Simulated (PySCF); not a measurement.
## Two-dimensional NMR puzzle

Compound of formula C$_{4}$H$_{9}$FSi. Correlations simulated from computed shifts and the bond graph:

HSQC (one-bond C–H):
```csv
δH,δC
6.47,151.0
5.64,86.3
1.81,20.5
```

COSY cross peaks (H two or three bonds apart, from the bond graph; peaks can be absent where the dihedral angle is near 90°):
```csv
δH,δH
6.47,5.64
```

HMBC (two and three bonds, from the bond graph):
```csv
δH,δC
6.47,"136.4, 86.3, 20.5"
5.64,"151.0, 136.4"
4.14,"151.0, 136.4, 20.5"
1.81,"151.0, 136.4"
```

Carbons without hydrogens: δ 136.4.

PySCF calculation with shielding tensors at PBE0/pcSseg-1 (GIAO) and geometry from GFN2-xTB; rapidly exchanging positions averaged, one computed conformer, in vacuum, relativity neglected.

Scale: TMS for 1H (31.72 ppm), 13C (186.93 ppm) (reference shieldings calculated alike).

Exchangeable hydrogens are left out of these lists.

Task: Which molecule is this?

Result: `C/C([SiH3])=C\CF`.

Structure with atom numbers: `[CH3:1]/[C:2]([SiH3:3])=[CH:4]\[CH2:5][F:6]`. Hydrogens are named by the atom that carries them.

- δC 151.0 is C4, an alkene CH (δH 6.47).
- δC 136.4 is C2, a fully substituted alkene carbon.
- δC 86.3 is C5, an allylic sp3 CH2 bonded to F (δH 5.64).
- δC 20.5 is C1, an allylic methyl carbon (δH 1.81).
- HMBC from δH 6.47 reaches the proton-free carbon C2.
- HMBC from δH 5.64 reaches the proton-free carbon C2.
- HMBC from δH 4.14 reaches the proton-free carbon C2.
- HMBC from δH 1.81 reaches the proton-free carbon C2.
- COSY links 6.47–5.64.

This is the structure that produced the data.

Shifts are as computed. Against solution values, carbons near 30 ppm lie about +3 ppm off and those near 130 ppm about +5 ppm. Of 1211 compounds with measured shifts, 218 miss one by over three times the rms of a fit or turn the order of signals round; such compounds aren't used in these exercises.
